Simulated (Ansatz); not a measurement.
Consider the ligand exchange at the Al–S bond: `[SiH3][S][AlH][SH]` + CH₃OH → `C[O][AlH][S][SiH3]` + H₂S.

Program: Ansatz. Geometries: PBE0-D4/def2-TZVP. ΔE: electronic, gas phase. CBS: MP2 limit from def2 TZ/QZ plus the TZ coupled-cluster correction, frozen cores. This one scheme is used for every species. Functionals use def2-TZVPP. B3LYP here is the variant with VWN-RPA as its local correlation; programs differ in this. One conformer a species, not always the lowest.

`[SiH3][S][AlH][SH]`:

Cartesian coordinates in Å:
```
Si -0.904 0.428 1.205
S 0.052 -1.458 0.911
Al 1.147 -1.148 -0.950
S 0.985 0.650 -2.169
H -1.723 0.299 2.433
H -1.785 0.775 0.058
H 0.091 1.517 1.376
H 2.111 -2.290 -1.438
H 0.024 1.227 -1.427
```

CH₃OH:

```xyz
6

C     0.256   -0.005    0.248
O    -0.968    0.363   -0.346
H     0.317    0.517    1.203
H     1.121    0.291   -0.358
H     0.317   -1.083    0.445
H    -1.043   -0.084   -1.191
```

`C[O][AlH][S][SiH3]`:

Cartesian coordinates in Å:
```
C -0.298 1.346 -1.283
O 0.866 0.590 -1.186
Al 1.794 -0.561 -0.418
S 1.145 -1.688 1.338
Si -0.858 -0.990 1.568
H -0.104 2.245 -1.876
H -0.666 1.659 -0.300
H -1.093 0.778 -1.778
H 3.226 -0.857 -0.987
H -1.632 -1.126 0.308
H -1.485 -1.828 2.619
H -0.895 0.432 1.995
```

H₂S:

```xyz
3

S     0.116   -0.517   -0.321
H     0.313    0.788   -0.558
H    -0.429   -0.272    0.879
```

```
             level  ΔE (kcal/mol)  difference from CCSD(T)/CBS
            PBE-D4           -2.5                          1.7
         r2SCAN-D4           -4.2                          0.0
           PBE0-D4           -2.5                          1.7
          B3LYP-D4           -5.9                         -1.7
           ωB97X-V           -5.1                         -0.9
           ωB97M-V           -4.9                         -0.7
            B2PLYP           -5.7                         -1.5
               PBE           -2.3                          1.9
            r2SCAN           -4.1                          0.1
              PBE0           -2.4                          1.8
             B3LYP           -5.8                         -1.6
     HF/def2-TZVPP           -6.7                         -2.5
    MP2/def2-TZVPP           -4.7                         -0.5
SCS-MP2/def2-TZVPP           -5.7                         -1.5
   CCSD/def2-TZVPP           -5.6                         -1.4
CCSD(T)/def2-TZVPP           -5.0                         -0.8
     HF/def2-QZVPP           -7.1                         -2.9
    MP2/def2-QZVPP           -4.4                         -0.2
SCS-MP2/def2-QZVPP           -5.3                         -1.1
      HF/CBS(def2)           -7.1                         -2.9
     MP2/CBS(def2)           -3.9                          0.3
    CCSD/CBS(def2)           -4.8                         -0.6
       CCSD(T)/CBS           -4.2                            0
```

Largest T1 diagnostic among the species: 0.012.

In def2-TZVPP, CCSD(T) changes the Hartree–Fock value by +1.7 kcal/mol (the triples alone add +0.6 kcal/mol) and MP2 by +2.0 kcal/mol.
